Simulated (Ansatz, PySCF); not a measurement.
Cl2H5NSi2, SMILES N[SiH2][SiH](Cl)Cl.

The structure is a stationary point at B3LYP-D3(BJ)/def2-SVP. The structure was generated by enumeration, and PubChem lists no compound with its InChIKey, so it may never have been made. Other conformers were not sampled.

Vertical ionisation energy (IE) and electron affinity (EA) in eV. Rows of orbital energies are one-electron estimates. Where ΔSCF, EOM or ADC give a negative EA the extra electron is unbound and the value depends on the basis.

```
level                                                                       IE     EA
------------------------------------------------------------------------  ----  -----
−ε(HOMO), −ε(LUMO), PBE0/def2-TZVP (PySCF)                                7.37   0.81
−ε(HOMO), −ε(LUMO), PBE/def2-TZVP (PySCF)                                 6.11   1.64
ΔSCF, CAM-B3LYP/def2-SVPD (Ansatz), final states of multiplicity 2 and 2  9.52  -0.69
ΔSCF, PBE/def2-SVPD (Ansatz), final states of multiplicity 2 and 2           …      …
```

### Question
What belongs in the gaps? (Estimate from the structure and the level; the computed values follow.)

### Answer

- ΔSCF, PBE/def2-SVPD (Ansatz, an electronic-structure program), final states of multiplicity 2 and 2, IE: 8.94
- ΔSCF, PBE/def2-SVPD (Ansatz), final states of multiplicity 2 and 2, EA: -0.36

### Question
What vertical singlet–triplet gap does ΔSCF give with CAM-B3LYP/def2-SVPD (Ansatz) and with PBE/def2-SVPD (Ansatz)? (Estimate from the structure and the level; the computed values follow.)

### Answer
5.14 and 4.37 eV (triplet above singlet where positive).
